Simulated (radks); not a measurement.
Results of a calculation; reference values are marked as such.
Species: Rb4+. Configuration: [Ar] 3d10 4s2 4p3.

Code: a radial shooting solver on a logarithmic mesh with Libxc functionals. Model: scalar-relativistic Kohn-Sham, exchange-only B88, spin-polarised, spherical densities, point nucleus; open shells are filled with parallel spins first (spin-orbit coupling, left out, can overturn this in heavy ions).

Energy parts (eV):
| part | energy |
|---|---|
| total | -80968.143 |
| kinetic | 82972.456 |
| electron-nucleus | -193518.005 |
| Hartree | 32244.682 |
| exchange | -2667.276 |

Orbitals (lengths in bohr, moments of r in powers of bohr; <r^-3> diverges for s and p1/2):
orbital  occ.  eigenvalue (eV)     <r^2>  <r^-3>
1s up       1        -15089.76  0.002187       -
1s down     1        -15089.41  0.002187       -
2s up       1        -2060.224   0.03728       -
2s down     1        -2060.029   0.03728       -
2p up       3        -1832.672   0.02941    1645
2p down     3        -1832.345   0.02941    1645
3s up       1        -348.7286    0.2993       -
3s down     1        -348.2558    0.2987       -
3p up       3        -275.7271    0.3141   249.9
3p down     3        -275.1870    0.3130   250.2
3d up       5        -154.8841    0.3361   31.04
3d down     5        -154.2315    0.3319   31.19
4s up       1         -79.1170     2.092       -
4s down     1         -74.5229     2.094       -
4p up       3         -61.1860     2.603   32.37
4p down     0         -56.5680     2.661   32.45

The highest occupied level is 4p up at -61.186 eV. The density falls to 0.001 e/bohr^3 at r = 3.03 bohr. Spin moment in Bohr magnetons: 3. Summed over all electrons, <r^2> = 18.07 bohr^2, which gives a Langevin (diamagnetic) susceptibility term of -14.3 x 10^-6 cm^3/mol.
